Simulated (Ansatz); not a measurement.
One change: `O=[CH][GeH2][SeH]` becomes `[BH2][GeH2][CH]=O`.

Ansatz, PBE0-D4/def2-TZVP geometries, multiplicity 1. Each molecule was computed in one conformer, which needn't be the lowest.

Scalar relativity is left out up to krypton.

```
                                        property  `O=[CH][GeH2][SeH]`
               LUMO energy (PBE/def2-TZVPP) / eV                -2.91
size of the dipole moment (B3LYP/def2-TZVPP) / D                 1.19
         HOMO–LUMO gap (ωB97M-V/def2-TZVPP) / eV                 9.48
           LUMO energy (ωB97M-V/def2-TZVPP) / eV                 0.39
           HOMO–LUMO gap (B3LYP/def2-TZVPP) / eV                 4.67
               HOMO energy (PBE/def2-TZVPP) / eV                -5.66
```

Q: Give the same properties after the change, and the shifts. (Estimate.)

A: The calculation gave: 
```
                                        property  `[BH2][GeH2][CH]=O`  shift
               LUMO energy (PBE/def2-TZVPP) / eV                -3.65  -0.74
size of the dipole moment (B3LYP/def2-TZVPP) / D                 2.18   0.99
         HOMO–LUMO gap (ωB97M-V/def2-TZVPP) / eV                 8.31  -1.17
           LUMO energy (ωB97M-V/def2-TZVPP) / eV                -0.83  -1.22
           HOMO–LUMO gap (B3LYP/def2-TZVPP) / eV                 3.83  -0.84
               HOMO energy (PBE/def2-TZVPP) / eV                -5.78  -0.12
```

With PBE0 the HOMO falls by 0.05 eV and the LUMO falls by 0.95 eV, so the gap narrows by about 0.90 eV. PBE moves the HOMO by -0.12 eV and ωB97M-V by -0.04 eV. Dipoles are sizes alone; their direction can turn.

B3LYP here is the variant with VWN-RPA as its local correlation; programs differ in this.

Spin–orbit coupling is left out; it splits and shifts lone-pair levels of the heavy atoms by tenths of an eV.
